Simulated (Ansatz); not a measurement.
Total energies of pillar[5]arene methyl ether, `COc1cc2c(OC)cc1Cc1cc(OC)c(cc1OC)Cc1cc(OC)c(cc1OC)Cc1cc(OC)c(cc1OC)Cc1cc(OC)c(cc1OC)C2` from Ansatz at BLYP-D4/def2-SVP, gas phase (1 Eh = 27.2114 eV = 2625.5 kJ/mol). The reference geometry is relaxed at PBE-D4/def2-SVP.

```json
{"state": "charge 0 singlet", "geometry": "reference", "energy (Eh)": "-2494.56255"}
{"state": "charge 1 doublet", "geometry": "reference", "energy (Eh)": "-2494.35806"}
{"state": "charge -1 doublet", "geometry": "reference", "energy (Eh)": "-2494.54734"}
{"state": "free C atom (triplet)", "geometry": "–", "energy (Eh)": "-37.80070"}
{"state": "free O atom (triplet)", "geometry": "–", "energy (Eh)": "-74.98782"}
{"state": "free H atom (doublet)", "geometry": "–", "energy (Eh)": "-0.49640"}
```

Single mean-field runs in def2-SVP are fitted with def2-universal-jkfit.

Work out the vertical ionisation energy to the doublet.

E(charge 1 doublet) − E(charge 0 singlet) = -2494.35806 − (-2494.56255) = 0.20449 Eh = 5.56 eV. For comparison, −ε of the highest occupied level is 4.06 eV at this level, 1.50 eV less.

Work out the vertical electron affinity, to the doublet.

E(charge 0 singlet) − E(charge -1 doublet) = -2494.56255 − (-2494.54734) = -0.01521 Eh = -0.41 eV; negative, so the extra electron isn't bound. The basis lacks diffuse functions, which makes affinities too small.

Give the fundamental gap IE − EA, the Mulliken electronegativity (IE + EA)/2 and the hardness (IE − EA)/2.

From the values in Eh: IE − EA = 0.20449 − (-0.01521) = 0.21970 Eh = 5.98 eV; (IE + EA)/2 = 2.58 eV; (IE − EA)/2 = 2.99 eV. The HOMO–LUMO gap of the same run is 3.23 eV, 2.75 eV smaller than the fundamental gap.

What is the binding energy per atom against free atoms?

Atoms: 45 × (-37.80070) + 10 × (-74.98782) + 50 × (-0.49640) = -2475.72970 Eh. Binding: -2475.72970 − (-2494.56255) = 18.83285 Eh = 512.47 eV, or 4.88 eV for each of 105 atoms (no zero-point energy, no counterpoise term).

At BLYP-D4/def2-SVP the gap within one spin of the charge 1 doublet nearly closes, so an electron or hole may be smeared out by delocalisation error. At BLYP-D4/def2-SVP the highest occupied level of the charge -1 doublet lies above zero (up to 1.89 eV). By energy differences it is unbound by 0.41 eV (vertical, to the charge 0 singlet, at BLYP-D4/def2-SVP) and held by the finite basis.
